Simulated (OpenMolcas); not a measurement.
Mo4+ (d2) among equal point charges was computed by CASSCF with the d shell active (OpenMolcas, ANO-RCC-VDZP on the metal). Its lowest spin-free states, and all those of the highest spin:

```
2S+1  Degeneracy  E (cm-1)
   3           2       0.0
   3           1     314.6
   1           2     11889
   1           1     12019
   1           1     12264
   1           1     12527
   3           2     13285
   3           1     13566
   3           1     23971
   1           1     24667
   3           2     24952
   1           2     27329
   3           1     28395
```

Q: Is the site octahedral, tetrahedral or cube-like, axial, or of lower symmetry?

A: The states with 2S+1 = 3 have orbital degeneracies 2, 1, 2, 1, 1, 2, 1. There are pairs but no triples, so the site is axial: not cubic, but with a proper or improper axis of order three or more. The run had Mo4+ among 6 point charges of -1.7 e arranged as a tetragonal octahedron (D4h), 1.85 Å from the ion, with the axial distance 1.832 Å. The active orbitals were held to one l.

An orbital doublet at a regular site is open to a Jahn-Teller distortion, which this geometry leaves out. Without dynamic correlation the repulsion within the d shell is too large (B by tens of per cent), so at a given field states of lower spin stand too high. This is an electrostatic model: the charges have no orbitals. No measured value stands beside these numbers.
